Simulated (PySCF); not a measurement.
## Working out the ionisation energy of Cu¹⁴⁺

Cu¹⁴⁺ [Ne] 3s2 3p3 (4S) → Cu¹⁵⁺ [Ne] 3s2 3p2 (3P). Calculation: PySCF 2.14, in an uncontracted even-tempered set (19 s from 1.1 bohr⁻², ratio 2.5; 12 p from 1.4 bohr⁻², ratio 2.5; 5 d from 7.1 bohr⁻², ratio 2.7; 4 f from 11 bohr⁻², ratio 2.7); scalar relativity by spin-free X2C-1e. Frozen: 1s2; the 22 highest virtual orbitals dropped. Energies in hartree (1 hartree = 27.21139 eV):

| part | Cu¹⁴⁺ (lower) | Cu¹⁵⁺ (upper) |
| --- | --- | --- |
| UHF | -1561.615708 | -1543.966626 |
| MP2 opposite-spin | -0.339031 | -0.332980 |
| MP2 same-spin | -0.128999 | -0.114490 |

Question: What does Hartree-Fock give?

Answer: (-1543.966626) − (-1561.615708) = 17.649082 hartree = 480.256 eV.

Question: What do MP2 and SCS-MP2 (6/5 opposite-spin, 1/3 same-spin) give?

Answer: The opposite-spin parts differ by 0.165 eV and the same-spin parts by 0.395 eV. MP2: 480.256 + (0.165) + (0.395) = 480.816 eV. SCS-MP2: 480.256 + 1.2 × (0.165) + (0.395)/3 = 480.586 eV.

A first-order spin-orbit estimate adds -2.558 eV to MP2 (outer shells), giving 478.258 eV against 483.1 ± 0.9 eV (semi-empirical (NIST evaluation); NIST Atomic Spectra Database, ionization energies).

What remains against the reference includes basis incompleteness, the frozen core and correlation beyond second order.
